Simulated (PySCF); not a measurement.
**Fractional electron number in V(2+) (vanadium, charge +2)**

The 3d alpha orbital of [Ar] 3d3 is emptied in steps (occupation f), with all orbitals relaxed, ending at [Ar] 3d2. Calculation: PySCF 2.14, in jorge-DZP-DKH (8s6p2d1f, 43 functions); the spin-free X2C one-electron Hamiltonian (Gaussian nucleus). The exact energy is a straight line in f; departures are measured from the line between the end points of the same method.

```csv
f,PBE0 (eV),r2SCAN (eV),LC-wPBE (eV)
1,0.000,0.000,0.000
0.75,-1.015,-1.352,-0.495
0.5,-1.364,-1.813,-0.672
0.25,-1.030,-1.365,-0.512
0,0.000,0.000,0.000
```

**Question.** For LC-wPBE, how does the orbital energy at f = 1 compare with the removal energy?

**Answer.** −ε = 27.468 eV against a total-energy difference of 30.059 eV. By Janak's theorem ε = ∂E/∂f, so the gap between them reflects the curvature. Along the path −ε is 28.702 (f = 0.75), 30.013 (f = 0.5), 31.393 (f = 0.25) eV.

| method | E(f=0) − E(f=1) (eV) | −ε at f=1 (eV) | −ε at f=0.5 (eV) |
| --- | --- | --- | --- |
| PBE0 | 30.022 | 24.652 | 29.981 |
| r2SCAN | 30.118 | 22.961 | 30.081 |
| LC-wPBE | 30.059 | 27.468 | 30.013 |

Reference removal energy between the ground levels: 29.311 eV (measured; NIST Atomic Spectra Database, ionization energies). The calculation has no spin-orbit coupling. The determinant left behind need not be the lowest term of the ion.
